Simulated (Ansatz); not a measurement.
```yaml
crystal:
  periodic: [false, false, false]
  atoms:
    - {symbol: C, position_ang: [-0.769897, -0.920634, 0.857444]}
    - {symbol: Si, position_ang: [-0.252448, 0.572077, 0.359971]}
    - {symbol: N, position_ang: [-0.328979, 1.105547, -1.193528]}
    - {symbol: C, position_ang: [0.978060, 0.898502, -1.653649]}
    - {symbol: Se, position_ang: [2.331346, 0.410847, 0.021442]}
    - {symbol: H, position_ang: [-0.778985, -2.001568, 0.171562]}
    - {symbol: H, position_ang: [-0.529241, -1.662080, 1.748712]}
    - {symbol: H, position_ang: [-1.958478, -0.904313, 0.842177]}
    - {symbol: H, position_ang: [-0.429214, 1.133305, 1.779441]}
    - {symbol: H, position_ang: [1.292487, 0.991510, -2.553587]}
basis:
  gaussian: {orbitals: def2-SVPD}
magnetization: {spin_polarized: true, initial_magnetization: 4}
hamiltonian: {xc: {name: BLYP}, dispersion: d4, pseudopotentials: {relativity: scalar}}
output: {forces: true}
```

```sh
$ ansatz run in.yaml --threads 4 --pin off --events-out ev --progress --plain --max-ram 10444MiB
```

Shortened log:

```
Functional definition: BLYP
1512 factors; their error is unknown
mean field evaluation 1: about -77439.2575 eV, gradient 6.6e1 eV
mean field evaluation 2: about -77146.3254 eV, gradient 1.7e2 eV
mean field evaluation 4: about -77437.7108 eV, gradient 6.3e1 eV
mean field evaluation 8: about -77463.0430 eV, gradient 2.3e0 eV
mean field evaluation 16: about -77463.0314 eV, gradient 8.2e-3 eV
mean field -77463.03143266 eV, -2846.7138988216 hartree, gradient 1.7e-5 eV, S^2 6.007866; 6 other end points of the search recorded, 0 dependent functions left out
reference -77463.03184599 eV, -2846.7139140114 hartree; 38, 34 occupied and 127, 131 virtual orbitals, 1512 factors
Total energy: -77463.64272702 eV, -2846.7363634752 hartree
Relativity: scalar
Atom 0 at    -0.769897    -0.920634     0.857444 Å, force    -4.477710   -11.339377     0.516374 eV/Å
Atom 1 at    -0.252448     0.572077     0.359971 Å, force     2.437782     3.269346     3.375483 eV/Å
Atom 2 at    -0.328979     1.105547    -1.193528 Å, force     1.933047     0.767718    -1.315313 eV/Å
Atom 3 at     0.978060     0.898502    -1.653649 Å, force    -3.994812     0.009078     3.186010 eV/Å
Atom 4 at     2.331346     0.410847     0.021442 Å, force     0.196451    -0.120859     1.673796 eV/Å
Atom 5 at    -0.778985    -2.001568     0.171562 Å, force     0.480225     2.759087     0.330032 eV/Å
Atom 6 at    -0.529241    -1.662080     1.748712 Å, force    -0.058743     2.404026    -0.519558 eV/Å
Atom 7 at    -1.958478    -0.904313     0.842177 Å, force     1.509367     0.313111     0.475908 eV/Å
Atom 8 at    -0.429214     1.133305     1.779441 Å, force    -0.220856     1.165150    -0.747898 eV/Å
Atom 9 at     1.292487     0.991510    -2.553587 Å, force     2.195251     0.772721    -6.974835 eV/Å
Dipole moment:    -0.198330    -0.281113     0.180639 e Å
```

**Question.** Something in this input is off. What?

**Answer.** The spin is set far too high for this molecule. The run converged. The result belongs to that input, not to the molecule as meant.
